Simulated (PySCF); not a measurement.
Computed shifts of a molecule C₅H₅F, PBE0/pcSseg-1 run with PySCF, GIAO, gas phase, atoms alike by connectivity averaged where their shifts nearly agree, in ppm (number of nuclei): ¹³C: 172.4 (1), 98.8 (1), 82.7 (1), 78.7 (1), 27.5 (1). ¹⁹F: -97.1 (1). ¹H: 5.06 (1), 4.71 (1), 3.46 (1), 3.11 (1), 2.25 (1). References: ¹³C against TMS (σ = 186.3 ppm); ¹⁹F against CFCl3 (σ = 167.2 ppm); ¹H against TMS (σ = 31.56 ppm), references at their B3LYP-D3(BJ)/def2-TZVP geometries, non-relativistic. Geometry optimised at PBE0-D3(BJ)/def2-SVP. One conformer was computed; it need not be the lowest.

Q: Which structure fits?
A. C#C[C@H](F)C=C
B. C#C/C(F)=C/C
C. C=C(F)C#CC
D. C#CCC(=C)F

A: D, C#CCC(=C)F
